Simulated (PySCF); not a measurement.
## Basis and Hamiltonian dependence of the ionisation energy of Pt²⁺

Pt²⁺ [Xe] 4f14 5d8 (3F) → Pt³⁺ [Xe] 4f14 5d7 (4F). Calculated with PySCF 2.14 from differences of total energies of unrestricted determinants, without spin-orbit coupling. Values in eV.

```json
{"basis": "def2-SVPD with the def2 core potential (60 electrons)", "Hamiltonian": "ECP", "functions": "35", "UHF": "29.607", "LDA": "31.640", "PBE0": "31.294", "MP2 (valence)": "30.563", "CCSD(T) (valence)": "n/a", "CCSD(T) (valence and next inner shell)": "n/a"}
{"basis": "cc-pVDZ-PP with ECP60MDF", "Hamiltonian": "ECP", "functions": "38", "UHF": "29.178", "LDA": "31.510", "PBE0": "n/a", "MP2 (valence)": "30.411", "CCSD(T) (valence)": "n/a", "CCSD(T) (valence and next inner shell)": "n/a"}
{"basis": "def2-TZVP with the def2 core potential (60 electrons)", "Hamiltonian": "ECP", "functions": "40", "UHF": "29.201", "LDA": "n/a", "PBE0": "n/a", "MP2 (valence)": "30.415", "CCSD(T) (valence)": "n/a", "CCSD(T) (valence and next inner shell)": "n/a"}
{"basis": "aug-cc-pVDZ-PP with ECP60MDF", "Hamiltonian": "ECP", "functions": "54", "UHF": "29.174", "LDA": "31.504", "PBE0": "30.997", "MP2 (valence)": "30.507", "CCSD(T) (valence)": "30.469", "CCSD(T) (valence and next inner shell)": "n/a"}
{"basis": "def2-TZVPPD with the def2 core potential (60 electrons)", "Hamiltonian": "ECP", "functions": "59", "UHF": "29.182", "LDA": "31.500", "PBE0": "30.990", "MP2 (valence)": "30.686", "CCSD(T) (valence)": "30.633", "CCSD(T) (valence and next inner shell)": "30.609"}
{"basis": "cc-pVTZ-PP with ECP60MDF", "Hamiltonian": "ECP", "functions": "63", "UHF": "29.099", "LDA": "n/a", "PBE0": "n/a", "MP2 (valence)": "30.646", "CCSD(T) (valence)": "n/a", "CCSD(T) (valence and next inner shell)": "n/a"}
{"basis": "aug-cc-pwCVDZ-PP with ECP60MDF", "Hamiltonian": "ECP", "functions": "70", "UHF": "29.142", "LDA": "31.466", "PBE0": "30.956", "MP2 (valence)": "30.552", "CCSD(T) (valence)": "30.487", "CCSD(T) (valence and next inner shell)": "30.393"}
{"basis": "ANO-RCC-VTZP", "Hamiltonian": "spin-free X2C", "functions": "84", "UHF": "29.166", "LDA": "31.581", "PBE0": "30.959", "MP2 (valence)": "30.648", "CCSD(T) (valence)": "30.611", "CCSD(T) (valence and next inner shell)": "30.634"}
{"basis": "def2-QZVPPD with the def2 core potential (60 electrons)", "Hamiltonian": "ECP", "functions": "88", "UHF": "29.173", "LDA": "31.484", "PBE0": "30.978", "MP2 (valence)": "30.749", "CCSD(T) (valence)": "30.688", "CCSD(T) (valence and next inner shell)": "n/a"}
{"basis": "aug-cc-pVTZ-PP with ECP60MDF", "Hamiltonian": "ECP", "functions": "88", "UHF": "29.098", "LDA": "31.428", "PBE0": "30.917", "MP2 (valence)": "30.685", "CCSD(T) (valence)": "30.624", "CCSD(T) (valence and next inner shell)": "n/a"}
{"basis": "x2c-TZVPPall", "Hamiltonian": "spin-free X2C", "functions": "97", "UHF": "29.160", "LDA": "31.601", "PBE0": "30.967", "MP2 (valence)": "30.630", "CCSD(T) (valence)": "30.590", "CCSD(T) (valence and next inner shell)": "30.624"}
{"basis": "x2c-TZVPPall with one added diffuse shell each of s, p, d, f type", "Hamiltonian": "spin-free X2C", "functions": "113", "UHF": "29.158", "LDA": "31.598", "PBE0": "30.964", "MP2 (valence)": "30.628", "CCSD(T) (valence)": "30.590", "CCSD(T) (valence and next inner shell)": "30.624"}
{"basis": "aug-cc-pVTZ-PP with one added diffuse shell each of s, p, d, f, g type with ECP60MDF", "Hamiltonian": "ECP", "functions": "113", "UHF": "29.098", "LDA": "31.428", "PBE0": "30.917", "MP2 (valence)": "30.686", "CCSD(T) (valence)": "n/a", "CCSD(T) (valence and next inner shell)": "n/a"}
{"basis": "aug-cc-pVQZ-PP with ECP60MDF", "Hamiltonian": "ECP", "functions": "135", "UHF": "29.093", "LDA": "31.426", "PBE0": "30.914", "MP2 (valence)": "30.802", "CCSD(T) (valence)": "n/a", "CCSD(T) (valence and next inner shell)": "n/a"}
```

Extrapolation of MP2 (valence) from aug-cc-pVTZ-PP with ECP60MDF and aug-cc-pVQZ-PP with ECP60MDF: the correlation parts are 1.587 and 1.709 eV; with the X⁻³ form and unrounded values, (4³ × 1.709 − 3³ × 1.587)/(4³ − 3³) = 1.798 eV, and adding the Hartree-Fock value 29.093 eV of the larger basis gives 30.891 eV.

Frozen in the all-electron rows: valence and next inner shell: [Kr] 4d10 4f14; valence: [Xe] 4f14; with a core potential, the same shells as far as they lie outside it.

At UHF, def2-SVPD with the def2 core potential (60 electrons) lies more than 0.3 eV from the median of the rows with comparable relativity. Sets contracted for the neutral atom can be stiff in a shell that they treat as core.

Between the lowest levels the reference is 29 ± 1.6 eV (theoretical estimate listed by NIST; NIST Atomic Spectra Database, ionization energies); it includes spin-orbit coupling, which these numbers lack.
